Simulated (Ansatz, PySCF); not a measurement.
Gas-phase reaction in SMILES: C#CC [prop-1-yne] + 4 [H][H] (H2) → 3 C (CH4)
Structures are relaxed separately at B3LYP-D3(BJ)/def2-TZVP in Ansatz (a first-principles code).

Wanted: energy of full hydrogenation (enthalpy at 298 K, with B3LYP-D3(BJ) rigid-rotor harmonic-oscillator terms from PySCF), in eV. Valence correlation only, unless marked. No spin-orbit coupling. No relativistic terms. CBS(X,Y): correlation extrapolated as X^-3; Hartree-Fock from the larger set. [CCSD(T)-MP2]/basis is that difference in the basis named.

RI-MP2/CBS(aug-cc-pVTZ,aug-cc-pVQZ)+[CCSD(T)-MP2]/aug-cc-pVTZ (Ansatz) gives -4.26 eV.

### Question
Another calculation gave -4.12 eV. Which level was it?
A. TPSSh/def2-TZVPD (PySCF)
B. M06-L/def2-TZVPD (PySCF)
C. HSE06/def2-TZVPD (Ansatz)
D. TPSS/def2-TZVPD (PySCF)

### Answer
D, TPSS/def2-TZVPD (PySCF). The others give -4.65 (HSE06), -4.27 (TPSSh), -4.78 (M06-L) eV.
